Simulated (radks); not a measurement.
The numbers below are computed, except where a source is named.
Isoelectronic series with 13 electrons, all held in the configuration [Ne] 3s2 3p1, which need not be the ground one along the series. Code: a radial shooting solver on a logarithmic mesh with Libxc functionals. Model: scalar-relativistic Kohn-Sham, PBE, spin-polarised, spherical densities, point nucleus; open shells are filled with parallel spins first (spin-orbit coupling, left out, can overturn this in heavy ions). Total energies (hartree) and orbital eigenvalues (eV) (* marks an orbital that is empty in some or all of the ions):

ion,E (hartree),3p down*,3p up,3s down,3s up,2p down
Tm56+,-10118.9196,-5410.338,-5424.561,-5748.966,-5763.354,-13041.42
Yb57+,-10446.0101,-5601.159,-5615.633,-5956.949,-5971.593,-13486.38
Lu58+,-10779.3605,-5795.548,-5810.274,-6169.372,-6184.274,-13939.45
Hf59+,-11119.0497,-5993.524,-6008.504,-6386.296,-6401.458,-14400.66
Ta60+,-11465.1596,-6195.106,-6210.340,-6607.788,-6623.210,-14870.06
W61+,-11817.7752,-6400.314,-6415.803,-6833.913,-6849.596,-15347.69
Re62+,-12176.9848,-6609.167,-6624.913,-7064.741,-7080.688,-15833.61
Os63+,-12542.8801,-6821.687,-6837.690,-7300.346,-7316.556,-16327.85
Ir64+,-12915.5566,-7037.894,-7054.156,-7540.803,-7557.278,-16830.46
Pt65+,-13295.1136,-7257.810,-7274.331,-7786.191,-7802.933,-17341.50
Au66+,-13681.6544,-7481.455,-7498.237,-8036.592,-8053.602,-17861.00
